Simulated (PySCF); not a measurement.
# Bond lengths and vibrations by method: AlBFH2 cation

These are calculations, not measurements. They come from PySCF 2.14.0, an open-source quantum chemistry program, on an isolated molecule that a program drew, which may never have been made. The molecule is AlBFH2 cation (charge +1, singlet), drawn as the SMILES string `[BH2][Al+][F]`.

The geometry was optimised and harmonic frequencies were computed with HF and MP2, all in the cc-pV(D+d)Z basis, for the commonest isotopes, with a restricted reference for singlets and an unrestricted one otherwise, and a frozen core in MP2. Each result is a local minimum of its method.

Geometry at the HF minimum:
```xyz
5
AlBFH2 cation, angstrom
B     1.0801   -2.8664   -0.3345
Al   -0.1340   -1.4328   -1.4675
F    -1.0254   -0.3798   -2.3002
H     0.8298   -2.9507    0.8211
H     1.8985   -3.4527   -0.9605
```

Lengths of the bonds as drawn, in Å (atoms numbered as above):
```
bond,HF,MP2
B1-Al2,2.194,2.176
Al2-F3,1.611,1.636
B1-H4,1.185,1.195
B1-H5,1.185,1.195
```

Rotational constants, in GHz:
| constant | HF | MP2 |
|---|---|---|
| A | 219.5 | 217 |
| B | 4.317 | 4.296 |
| C | 4.234 | 4.213 |

Harmonic frequencies in cm^-1, each column in rising order, so a row needn't be the same motion in every method:
| rank | HF | MP2 |
|---|---|---|
| 1 | 137 | 129 |
| 2 | 144 | 136 |
| 3 | 451 | 465 |
| 4 | 662 | 630 |
| 5 | 915 | ? |
| 6 | 968 | 931 |
| 7 | 1163 | 1114 |
| 8 | 2764 | 2693 |
| 9 | 2921 | 2848 |

**Estimate the missing MP2 frequency from the HF column.**

A single factor s that minimises the squared misfit of MP2 against s times HF over the other rows is sum(HF x MP2) / sum(HF^2) = 0.9729, with an rms misfit of 13 cm^-1. For rank 5 it gives 0.9729 x 915 = 890 cm^-1. The calculation gives 883 cm^-1, 7 cm^-1 below the estimate. The drawn bonds are on average 0.6 % longer in MP2 than in HF.
